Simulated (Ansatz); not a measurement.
A run for Ansatz (an electronic-structure program): U-CCSD(T)/def2-TZVPP on GeB, 2S+1 = 2, a spin state set in the input, which need not be the lowest, a point of a bond scan (R = 1.987 Å).

Ansatz 0.2 input:
```yaml
crystal:
  periodic: [false, false, false]
  atoms:
    - {symbol: B, position_ang: [0.00000000, 0.00000000, 0.00000000]}
    - {symbol: Ge, position_ang: [0.00000000, 0.00000000, 1.98741300]}
basis:
  gaussian:
    orbitals: def2-TZVPP
magnetization: {spin_polarized: true, initial_magnetization: 1}
correlation: {method: ccsd_t, electrons: valence}
output: {orbitals: {seedname: ./end}}
```

The log:

```
WARN ansatz: RAYON_NUM_THREADS=2 ignored (pool sized by the plan → 2); use --threads N
Functional definition: HF
integrals: 0.09 GiB planned
517 factors; integrals over basis functions are off by at most 1.3e-3 eV
mean field: 0.18 GiB planned
mean field evaluation 1: about -57139.3703 eV, gradient 4.7e0 eV
mean field evaluation 2: about -57139.3720 eV, gradient 4.7e0 eV
mean field evaluation 4: about -57139.6834 eV, gradient 1.1e0 eV
mean field evaluation 8: about -57139.7246 eV, gradient 2.3e-1 eV
mean field evaluation 16: about -57140.4277 eV, gradient 9.2e-1 eV
mean field evaluation 32: about -57139.5858 eV, gradient 5.8e0 eV
mean field evaluation 64: about -57139.7229 eV, gradient 6.8e-2 eV
mean field evaluation 96: about -57140.4465 eV, gradient 2.0e-2 eV
mean field evaluation 128: about -57141.2542 eV, gradient 3.7e0 eV
mean field evaluation 160: about -57141.4039 eV, gradient 1.6e0 eV
mean field evaluation 192: about -57140.8390 eV, gradient 4.0e-1 eV
mean field evaluation 224: about -57139.7228 eV, gradient 4.3e-2 eV
mean field evaluation 256: about -57140.0910 eV, gradient 7.9e0 eV
mean field evaluation 288: about -57140.1700 eV, gradient 6.5e-4 eV
mean field evaluation 320: about -57140.1700 eV, gradient 7.5e-4 eV
mean field evaluation 352: about -57139.7816 eV, gradient 1.8e-1 eV
mean field evaluation 384: about -57140.6726 eV, gradient 5.1e0 eV
mean field evaluation 416: about -57138.4977 eV, gradient 2.0e-1 eV
mean field evaluation 448: about -57138.4880 eV, gradient 5.9e-2 eV
mean field evaluation 480: about -57141.4615 eV, gradient 2.6e-1 eV
mean field evaluation 512: about -57140.4749 eV, gradient 9.7e-1 eV
mean field evaluation 544: about -57140.4863 eV, gradient 6.9e-3 eV
mean field evaluation 576: about -57139.7072 eV, gradient 6.8e-1 eV
mean field evaluation 608: about -57138.4836 eV, gradient 1.1e-1 eV
mean field evaluation 640: about -57138.4791 eV, gradient 1.9e-1 eV
mean field evaluation 672: about -57138.4884 eV, gradient 1.4e-1 eV
mean field evaluation 704: about -57138.4865 eV, gradient 3.1e-1 eV
mean field evaluation 736: about -57138.4852 eV, gradient 6.3e-2 eV
mean field evaluation 768: about -57138.0769 eV, gradient 9.4e-1 eV
mean field evaluation 800: about -57137.9607 eV, gradient 1.4e-3 eV
mean field evaluation 832: about -57137.7331 eV, gradient 1.0e-1 eV
mean field evaluation 864: about -57136.8899 eV, gradient 2.5e-2 eV
mean field evaluation 896: about -57136.8899 eV, gradient 3.8e-4 eV
mean field evaluation 928: about -57137.4295 eV, gradient 4.1e-2 eV
mean field evaluation 960: about -57136.3680 eV, gradient 1.4e-1 eV
mean field evaluation 992: about -57141.4747 eV, gradient 2.0e-1 eV
mean field evaluation 1024: about -57140.4078 eV, gradient 2.3e0 eV
mean field evaluation 1056: about -57139.7240 eV, gradient 7.2e-2 eV
mean field evaluation 1088: about -57140.8198 eV, gradient 8.1e-3 eV
mean field evaluation 1120: about -57140.8198 eV, gradient 3.6e-4 eV
mean field -57141.57615564 eV, -2099.9141917685 hartree, gradient 1.4e-6 eV, S^2 1.807386; 23 other end points of the search recorded, 0 dependent functions left out
determinant -57141.57615564 eV, -2099.9141917685 hartree, with singles and doubles -57149.14404045 eV, -2100.1923064053 hartree
determinant -57141.48652364 eV, -2099.9108978530 hartree, with singles and doubles -57149.11290423 eV, -2100.1911621706 hartree
determinant -57140.81981620 eV, -2099.8863968065 hartree, with singles and doubles -57148.57720111 eV, -2100.1714754440 hartree
determinant -57140.49602878 eV, -2099.8744978384 hartree, with singles and doubles -57148.27159497 eV, -2100.1602446252 hartree
determinant -57140.48626571 eV, -2099.8741390523 hartree, with singles and doubles -57148.64679118 eV, -2100.1740328319 hartree
determinant -57140.16998563 eV, -2099.8625159735 hartree, with singles and doubles -57148.17936823 eV, -2100.1568553550 hartree
determinant -57139.78846063 eV, -2099.8484951885 hartree, with singles and doubles -57148.52110024 eV, -2100.1694137748 hartree
determinant -57139.72327819 eV, -2099.8460997781 hartree, with singles and doubles -57148.59762470 eV, -2100.1722259971 hartree
determinant -57138.84018916 eV, -2099.8136468546 hartree, with singles and doubles -57146.16727908 eV, -2100.0829124429 hartree
determinant -57141.57615564 eV, -2099.9141917685 hartree, with singles and doubles -57149.12805818 eV, -2100.1917190677 hartree
determinant -57141.48652364 eV, -2099.9108978530 hartree, with singles and doubles -57149.10288576 eV, -2100.1907939986 hartree
determinant -57140.48626571 eV, -2099.8741390523 hartree, with singles and doubles -57148.60693548 eV, -2100.1725681618 hartree
determinant -57139.72327819 eV, -2099.8460997781 hartree, with singles and doubles -57148.52765822 eV, -2100.1696547761 hartree
10 core orbitals not correlated
reference -57141.57615564 eV, -2099.9141917685 hartree; 9, 8 occupied and 60, 61 virtual orbitals, 517 factors
second order -6.95837134 eV of doubles, -0.00000000 eV of singles
coupled cluster: 0.27 GiB planned
cycle   1  -7.55190002 eV  change    2.5e-6 eV  update   3.8e-6
coupled cluster: 0.27 GiB planned
perturbative correction -0.40866549 eV, -0.0150181798 hartree
WARN: the results are in doubt because among natural orbitals the method converges to other amplitudes
Total energy: -57149.53672115 eV, -2100.2067371550 hartree
In doubt: among natural orbitals the method converges to other amplitudes
```

Self-consistency was reached. Its determinant has ⟨S²⟩ = 1.81, a mixture of spin states.

Warnings raised: other amplitudes.

Cost: around 70 core-seconds (rough).
